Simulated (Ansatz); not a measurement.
Geometry optimisation, RKS PBE/def2-SVP (Ansatz 0.2.0).

The input (input.yaml):

```yaml
crystal:
  periodic: [false, false, false]
  atoms:
    - { symbol: Ge, position_ang: [-0.060803, 0.138083, -0.030281] }
    - { symbol: H, position_ang: [-0.179779, 0.074402, 1.510391] }
    - { symbol: H, position_ang: [1.395066, -0.029121, -0.509376] }
    - { symbol: H, position_ang: [-0.68932, 1.437453, -0.603468] }
    - { symbol: Cl, position_ang: [-1.305373, -1.456158, -0.851832] }
    - { symbol: P, position_ang: [1.34287, -2.735005, 1.376765] }
    - { symbol: H, position_ang: [0.215593, -3.204347, 0.623317] }
    - { symbol: H, position_ang: [1.935047, -2.108667, 0.22773] }
    - { symbol: H, position_ang: [0.650499, -1.567541, 1.811456] }
basis:
  gaussian: { orbitals: def2-SVP }
hamiltonian:
  xc: pbe
relax:
  f_tol: 0.03
  max_steps: 50
output:
  orbitals: {}
```

Command:

```bash
$ ansatz run input.yaml --threads 2 --pin off --max-ram 3072MiB --backend cpu --events-out ev --progress --plain --runs-dir out
```

Task: Where does it end, and by what steps?

Result: It converged. The force dipped under the threshold on the way, but the program's further checks kept it going. After 12 steps the energy has fallen by 0.294 eV; H9 moved furthest, 0.95 Å.

```tsv
step	energy less start (eV)	largest force component (eV/Å)	accepted
0	0.0000	0.845	yes
1	-0.1933	0.184	yes
2	-0.2598	0.143	yes
3	-0.2754	0.124	yes
4	-0.2485	0.386	no
5	-0.2811	0.049	yes
6	-0.2849	0.104	yes
7	-0.2870	0.206	yes
8	-0.2906	0.072	yes
9	-0.2929	0.008	yes
10	-0.2930	0.135	yes
11	-0.2939	0.030	yes
12	-0.2939	0.006	yes
```

```xyz
9
Properties=species:S:1:pos:R:3
Ge -0.297 0.436 -0.220
H -0.423 0.410 1.321
H 1.161 0.199 -0.679
H -0.871 1.745 -0.813
Cl -1.508 -1.206 -1.005
P 1.425 -3.311 1.437
H 0.296 -2.985 0.602
H 2.331 -2.557 0.608
H 1.189 -2.182 2.302
```

Whether the end is a true minimum wasn't checked by a vibrational analysis.

Run time: 13 s on 2 threads of Intel(R) Xeon(R) 6975P-C (Granite Rapids), with other jobs on the host, peak memory 0.16 GiB.
